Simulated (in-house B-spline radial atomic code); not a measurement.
# KLI/ALDAx excitations of the beryllium ion Be²⁺

Method: KLI/ALDAx. Computed with a B-spline radial code for spherical atoms: linear response of the closed shell 1s2 with the adiabatic LDA exchange kernel on the exchange-only KLI potential; scalar-relativistic (spin-free one-electron X2C), finite nucleus, no spin-orbit coupling, no double excitations, S, P, D and F terms only.

Command:
```bash
python run_td.py task.json out
```
Settings (radii: box in bohr, nucleus in fm):
```
Z                        4
electrons                2
configuration            1s2
hamiltonian              x2c
method                   kli
box_radius               29.48
rms_radius               2.519
intervals                111
```

Run time, properties included: 0.3 s on 1 thread of Arm Neoverse V1, on a shared host.

The lowest states, in the order of their Tamm-Dancoff energies; the method's threshold (minus the highest occupied level) is 154.23 eV. Labels give the largest channel, * marks a mixed state, and oscillator strengths are full-response dipole values. Semilocal kernels can invert the small singlet-triplet splittings of Rydberg terms. Energies in eV:

| state | full response | Tamm-Dancoff | oscillator strength |
| --- | --- | --- | --- |
| 1s → 2s 3S | 119.02 | 119.05 | - |
| 1s → 2p 3P | 121.53 | 121.55 | - |
| 1s → 2s 1S | 122.39 | 122.48 | - |
| 1s → 2p 1P | 123.72 | 123.75 | 0.55 |
| 1s → 3s 3S | 139.39 | 139.40 | - |
| 1s → 3p 3P | 140.10 | 140.11 | - |
| 1s → 3s 1S | 140.27 | 140.29 | - |
| 1s → 3d 3D | 140.50 | 140.50 | - |
| 1s → 3d 1D | 140.52 | 140.52 | - |
| 1s → 3p 1P | 140.70 | 140.71 | 0.125 |
| 1s → 4s 3S | ? | ? | - |
| 1s → 4p 3P | 146.36 | 146.37 | - |
| 1s → 4s 1S | 146.43 | 146.43 | - |
| 1s → 4d 3D | 146.52 | 146.52 | - |
| 1s → 4d 1D | ? | ? | - |
| 1s → 4f 3F | 146.57 | 146.57 | - |

Q: Where does 1s → 4d 1D lie?

A: At 146.53 eV in full response, 146.53 eV in Tamm-Dancoff.

Q: Where does 1s → 4s 3S lie?

A: At 146.07 eV in full response, 146.07 eV in Tamm-Dancoff.

Q: How large is the singlet-triplet splitting of 1s → 2s (S terms) in Tamm-Dancoff?

A: 3.42 eV, from the unrounded values.

Q: What polarisabilities and dispersion coefficient does the method give?

A: Dipole 0.05198 bohr³, quadrupole 0.01545 bohr⁵, C6 0.01111 hartree·bohr⁶ for two such species.
